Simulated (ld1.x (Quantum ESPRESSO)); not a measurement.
Transferability test, PAW potential for Hf (Z = 72)

ld1.x (Quantum ESPRESSO) 7.5 input, shortened:

```
&input
   title='Hf', zed=72., rel=1, dft='PBESOL', iswitch=3,
   config='[Xe] 4f14 5d2 6s1.5 6p0.5'
 /
 &inputp
   pseudotype=3, lpaw=.true., tm=.true., lloc=-1, rcloc=2.25,
   nlcc=.false.,
   which_augfun='BESSEL', rmatch_augfun=1.55
 /
6
5S  1  0   2.00   0.00  1.90  2.20  0.0
6S  2  0   1.50   0.00  1.90  2.20  0.0
5P  2  1   6.00   0.00  2.10  2.25  0.0
6P  3  1   0.50   0.00  2.10  2.25  0.0
5D  3  2   2.00   0.00  2.30  3.10  0.0
5D  3  2   0.00   0.50  2.30  3.10  0.0
 &test
   configts(1)='5s2 5p6 5d2 6s1.5 6p0.5'
 /
```

Energies are relative to the spin-unpolarised reference configuration 5s2 5p6 5d2 6s1.5 6p0.5; without spin polarisation the order of configurations can differ from experiment.

Its overlap operator is not positive definite in a basis up to 400 Ry (lowest eigenvalue s -0.10), so the file is unfit for use: the generalised eigenproblem breaks down once the basis is large enough, and its test numbers describe a broken file.

```
  valence configuration  charge  ΔE all-electron (eV)  error AE − PS (meV)
    5s2 5p6 5d2 6s2 6p0       0                -1.906                 +1.2
    5s2 5p6 5d2 6s1 6p0      +1                 6.103                 -1.3
    5s2 5p6 5d2 6s0 6p0      +2                20.265                 -2.5
    5s2 5p6 5d3 6s0 6p0      +1                 8.100                 -5.7
    5s2 5p6 5d2 6s0 6p2       0                 6.014                  +21
5s2 5p6 5d2.5 6s1.5 6p0       0                -0.651                  0.0
    5s2 5p6 5d3 6s1 6p0       0                 0.689                 -1.5
```

Levels in the configuration 5s2 5p6 5d3 6s0 6p0:

```csv
level,all-electron (eV),pseudo (eV)
5s,-71.918,-71.821
5p,-40.619,-40.548
5d,-7.966,-7.959
```

ld1.x printed “convergence not achieved” for 2 of the counted tests; their residual had stalled under 1e-8, short of the target of 1e-14.

The ghost test of this file was not conclusive.
